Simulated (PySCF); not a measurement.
## C2H7As: core ionisation energies

Species: AsMe2H, C₂H₇As.
Cartesian coordinates in Å at the PBE0-D3(BJ)/def2-SVP level; atoms count from 1:
```
atom  x, y, z in Å
As1   -0.3026   -0.5174    1.0043
C2     1.3792   -0.5760   -0.0185
H3     1.9815    0.3059    0.2447
H4     1.2062   -0.5828   -1.1038
H5     1.9468   -1.4741    0.2641
C6    -1.1819    0.9140   -0.0233
H7    -2.2488    0.9486    0.2399
H8    -1.0813    0.7695   -1.1083
H9    -0.7297    1.8770    0.2554
H10   -0.9695   -1.6646    0.2456
```

Theory: PySCF 2.14.0, delta-SCF UKS SCAN, pcX-2 on the ionised atom, pcseg-1 elsewhere, spin-free X2C. These are vertical core ionisation energies against the vacuum level, from separate self-consistent calculations with and without the core hole.

Question: Give the core binding energies atom by atom.

Answer: 
| atom(s) | environment | level | binding energy (eV) | count |
| --- | --- | --- | --- | --- |
| C2/C6 | carbon bonded to As and 3 H | C 1s | 290.36 | 2 |

Question: Give the binding energy of C 1s of C2/C6 in hartree and in kJ/mol.

Answer: 290.36 eV = 10.6705 Eh = 28015 kJ/mol.

Question: What is the longest wavelength that can ionise C 1s of C2/C6 vertically?

Answer: λ = hc/E = 12398.42 eV Å / 290.36 eV = 42.700 Å.

Atoms equivalent by their bonding share one computed value, that of the first of them. No level of arsenic is listed. Geometry: PBE0-D3(BJ)/def2-SVP; no solvent, vibrations or thermal averaging.

Hardware: one thread, x86-64 server (shared host). Cost: 3.6 s.
